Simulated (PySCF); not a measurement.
**Fine-structure interval of Ga by level of theory**

Ga [Ar] 3d10 4s2 4p1 [4p1/2^1, M_J = 1/2] → Ga [Ar] 3d10 4s2 4p1 [4p3/2^1, M_J = 3/2], as a difference of total energies. Calculation: PySCF 2.14, in x2c-SVPall-2c (5s6p3d, 38 functions); the two-component X2C-1e Hamiltonian. Correlated levels: [Ne] frozen; the 6 highest virtual spinors dropped. "Screened" scales the spin-orbit matrix elements by Boettger's factors to mimic the two-electron term; Breit and QED terms are absent.

```tsv
method	fine-structure interval (cm⁻¹)	error (cm⁻¹)
GHF (screened spin-orbit)	1417.9	+591.8
GMP2 (screened spin-orbit)	862.97	+36.8
GHF (bare spin-orbit)	1462.6	+636.4
```

Reference: 826.19 cm⁻¹ (measured; NIST Handbook of Basic Atomic Spectroscopic Data (Sansonetti and Martin, J. Phys. Chem. Ref. Data 34, 1559 (2005))).

Errors of the correlated levels include the incompleteness of this basis and the frozen core.

GHF and GMP2 differ strongly here because the two determinants are spin-polarised to different degrees; the interval is a small difference of such terms.
